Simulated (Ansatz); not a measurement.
Born–Oppenheimer molecular dynamics of BH₃O₃ (7 atoms, charge 0, multiplicity 1). It starts from a relaxed structure.

All numbers below come from Ansatz, RKS PBE-D4/def2-SVP.

* ensemble: NVT, Nosé–Hoover chain
* time step: 0.5 fs
* steps asked: 250
* set temperature: 700 K
* thermostat: time constant 100 fs, chain length 3 (defaults)
* seed: 463397

Frames 5 fs apart, positions in Å, forces in eV/Å.

Velocities at 10 fs (Å/ps):

```
B -5.76 -1.91 2.15
O 1.21 0.38 -3.46
H -3.73 1.05 6.29
O 3.70 0.09 0.60
H 21.96 6.71 -3.10
O -3.16 1.20 2.78
H 15.78 -13.67 -25.14
```

```xyz
7
Properties=species:S:1:pos:R:3:forces:R:3 time_fs=10 energy_less_start_eV=0.306 T=230
B 0.082 -0.322 0.084 -0.71 0.95 0.22
O -0.068 -0.016 1.421 -1.18 -0.46 0.27
H -1.015 -0.063 1.679 0.52 0.15 0.14
O 1.358 -0.248 -0.324 0.62 -0.33 -1.38
H 1.293 -0.389 -1.290 0.58 0.01 -0.03
O -0.999 -0.501 -0.818 2.71 0.20 -0.22
H -1.676 -0.674 -0.203 -2.53 -0.51 0.99
7
Properties=species:S:1:pos:R:3:forces:R:3 time_fs=15 energy_less_start_eV=0.235 T=344
B 0.053 -0.321 0.092 1.09 0.77 -0.86
O -0.070 -0.017 1.408 0.12 -0.22 0.77
H -0.974 -0.041 1.722 -0.63 0.06 0.32
O 1.378 -0.250 -0.330 -0.69 -0.22 -0.34
H 1.449 -0.356 -1.295 -0.03 -0.08 0.03
O -0.999 -0.495 -0.804 -1.93 -1.19 1.77
H -1.836 -0.789 -0.248 2.07 0.87 -1.69
7
Properties=species:S:1:pos:R:3:forces:R:3 time_fs=20 energy_less_start_eV=0.279 T=281
B 0.046 -0.303 0.082 1.13 0.39 -0.55
O -0.077 -0.022 1.408 -0.53 -0.04 1.21
H -0.977 -0.003 1.803 0.55 -0.06 -0.52
O 1.388 -0.255 -0.342 -0.95 -0.02 0.24
H 1.602 -0.339 -1.286 -0.52 -0.11 0.09
O -1.007 -0.500 -0.777 3.36 0.85 -1.89
H -1.817 -0.802 -0.488 -3.05 -1.01 1.41
7
Properties=species:S:1:pos:R:3:forces:R:3 time_fs=25 energy_less_start_eV=0.380 T=126
B 0.061 -0.277 0.064 -0.08 -0.04 1.01
O -0.086 -0.027 1.422 1.21 -0.04 -0.22
H -0.956 0.026 1.811 -0.75 -0.05 -0.11
O 1.385 -0.260 -0.349 -0.46 0.19 0.49
H 1.645 -0.349 -1.274 -0.51 -0.13 -0.25
O -1.002 -0.505 -0.765 -1.96 -0.92 -1.16
H -1.953 -0.847 -0.598 2.55 0.99 0.25
7
Properties=species:S:1:pos:R:3:forces:R:3 time_fs=30 energy_less_start_eV=0.226 T=363
B 0.075 -0.251 0.064 -1.17 -0.49 1.06
O -0.083 -0.033 1.436 -0.06 0.11 -0.22
H -1.007 0.038 1.754 0.41 -0.09 -0.39
O 1.375 -0.263 -0.352 0.17 0.24 -0.17
H 1.564 -0.388 -1.297 -0.41 -0.07 0.09
O -1.000 -0.515 -0.773 2.20 0.55 -1.27
H -1.879 -0.793 -0.589 -1.14 -0.25 0.90
7
Properties=species:S:1:pos:R:3:forces:R:3 time_fs=35 energy_less_start_eV=0.075 T=605
B 0.067 -0.235 0.087 -0.06 -0.70 0.17
O -0.079 -0.038 1.447 -0.40 0.15 -0.29
H -1.030 0.033 1.632 0.01 0.03 0.33
O 1.366 -0.263 -0.356 -0.23 0.20 -0.40
H 1.393 -0.445 -1.313 0.02 -0.02 0.10
O -0.979 -0.521 -0.796 -0.43 -0.04 0.24
H -1.875 -0.746 -0.431 1.09 0.37 -0.17
7
Properties=species:S:1:pos:R:3:forces:R:3 time_fs=40 energy_less_start_eV=0.214 T=401
B 0.059 -0.234 0.113 1.36 -0.60 -1.20
O -0.080 -0.040 1.453 -0.84 0.19 0.10
H -1.040 0.035 1.587 -0.09 0.11 0.71
O 1.354 -0.260 -0.365 -0.57 0.04 -0.37
H 1.227 -0.505 -1.304 0.50 0.04 -0.01
O -0.955 -0.526 -0.821 -0.91 0.22 2.05
H -1.760 -0.635 -0.229 0.55 0.00 -1.28
7
Properties=species:S:1:pos:R:3:forces:R:3 time_fs=45 energy_less_start_eV=0.236 T=372
B 0.076 -0.247 0.116 0.19 -0.24 -0.51
O -0.095 -0.040 1.461 -0.89 0.19 0.14
H -1.046 0.060 1.690 0.56 -0.03 0.10
O 1.335 -0.255 -0.381 0.48 -0.10 -0.40
H 1.170 -0.557 -1.296 0.61 0.10 -0.11
O -0.934 -0.525 -0.822 0.80 0.36 0.75
H -1.676 -0.559 -0.227 -1.74 -0.29 0.03
7
Properties=species:S:1:pos:R:3:forces:R:3 time_fs=50 energy_less_start_eV=0.220 T=410
B 0.094 -0.264 0.110 -1.88 0.16 1.13
O -0.118 -0.037 1.469 1.35 -0.07 -0.65
H -0.994 0.084 1.831 -0.66 0.00 -0.13
O 1.323 -0.253 -0.403 1.72 -0.09 -0.22
H 1.248 -0.586 -1.314 0.21 0.12 -0.07
O -0.911 -0.521 -0.806 -2.91 -0.06 1.26
H -1.831 -0.527 -0.327 2.18 -0.06 -1.33
7
Properties=species:S:1:pos:R:3:forces:R:3 time_fs=55 energy_less_start_eV=0.281 T=329
B 0.079 -0.279 0.123 -0.52 0.31 0.27
O -0.128 -0.034 1.472 0.57 0.09 0.17
H -0.994 0.097 1.912 0.44 -0.22 -0.87
O 1.334 -0.251 -0.427 0.67 -0.01 0.87
H 1.375 -0.585 -1.339 -0.33 0.11 0.13
O -0.911 -0.516 -0.782 2.40 -0.29 -1.74
H -1.797 -0.516 -0.563 -3.23 0.01 1.15
7
Properties=species:S:1:pos:R:3:forces:R:3 time_fs=60 energy_less_start_eV=0.415 T=130
B 0.052 -0.287 0.144 1.37 0.37 -0.91
O -0.124 -0.030 1.473 1.47 0.00 0.08
H -0.995 0.074 1.848 -0.75 -0.03 -0.10
O 1.355 -0.250 -0.438 -0.76 0.07 1.88
H 1.435 -0.564 -1.349 -0.52 -0.02 -0.06
O -0.912 -0.517 -0.774 -3.72 -0.40 -1.31
H -1.946 -0.503 -0.690 2.92 0.02 0.42
7
Properties=species:S:1:pos:R:3:forces:R:3 time_fs=65 energy_less_start_eV=0.268 T=364
B 0.051 -0.288 0.144 1.43 0.26 -1.60
O -0.105 -0.026 1.478 -0.53 0.03 0.14
H -1.059 0.032 1.717 0.65 -0.07 -0.08
O 1.365 -0.248 -0.423 -1.27 -0.17 1.27
H 1.376 -0.538 -1.354 -0.31 0.10 0.21
O -0.940 -0.522 -0.785 3.01 -0.32 -0.79
H -1.850 -0.479 -0.688 -2.98 0.17 0.86
```

Of the whole run (125 fs, mean temperature of the second half 458 K): The conserved energy stayed within 0.81 meV per atom of its start (net change 0.056 meV per atom), so the integration is sound. The mean temperature of the second half is 35 % below the set value. A run of 0.12 ps of so small a system gives no equilibrium averages.

Run time: 6 min on 1 thread of Arm Neoverse V1 (shared host), peak memory 0.12 GiB.
